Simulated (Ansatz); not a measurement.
`[SiH3][O][InH][Cl]`, 8 atoms. The species carries charge 0 and has multiplicity 1. Correlated methods include outer-core shells of In, which these sets cover unevenly. In: def2 effective core potential. All runs use 4 threads of an Arm Neoverse V2 on a shared host. Correlated methods freeze the cores.

Question: How many basis functions does each run have, and how long does it take in Ansatz? RKS LC-ωPBE/def2-TZVPP energy; RKS PBE0-D4/def2-SVP energy; RHF-CCSD(T)/def2-TZVPP energy; RHF-MP2/def2-QZVPP energy; RKS r2SCAN0-D4/def2-TZVPP energy; RHF-CCSD(T)/def2-SVP energy; RKS ωB97M-V/def2-SVP energy; RKS PBE0-D4/def2-TZVP relaxation (28 steps); RKS PBE0-D4/def2-QZVPP energy; direct RPA on PBE orbitals/def2-TZVPP energy; RKS ωB97M-V/def2-QZVPP energy; RKS PBE0-D4/def2-TZVP frequencies. (Best estimate.)

Answer: Computed: Other jobs shared the machine, so times are rough.

| level | job | functions | wall time | peak host memory (GiB) |
| --- | --- | --- | --- | --- |
| RKS PBE0-D4/def2-SVP | energy | 96 | 1.1 s | 0.41 |
| RKS LC-ωPBE/def2-TZVPP | energy | 221 | 2.2 s | 0.41 |
| RHF-CCSD(T)/def2-SVP | energy | 96 | 3.3 s | 0.41 |
| RKS r2SCAN0-D4/def2-TZVPP | energy | 221 | 4.5 s | 0.62 |
| RKS ωB97M-V/def2-SVP | energy | 96 | 4.6 s | 0.41 |
| direct RPA on PBE orbitals/def2-TZVPP | energy | 221 | 6 s | 0.5 |
| RKS PBE0-D4/def2-QZVPP | energy | 399 | 11 s | 1.4 |
| RHF-MP2/def2-QZVPP | energy | 399 | 18 s | 1.8 |
| RKS ωB97M-V/def2-QZVPP | energy | 399 | 19 s | 1.7 |
| RKS PBE0-D4/def2-TZVP | relaxation (28 steps) | 179 | 79 s | 0.5 |
| RKS PBE0-D4/def2-TZVP | frequencies | 179 | 98 s | 0.49 |
| RHF-CCSD(T)/def2-TZVPP | energy | 221 | 100 s | 3.5 |

LC-ωPBE has ω = 0.4 bohr⁻¹.
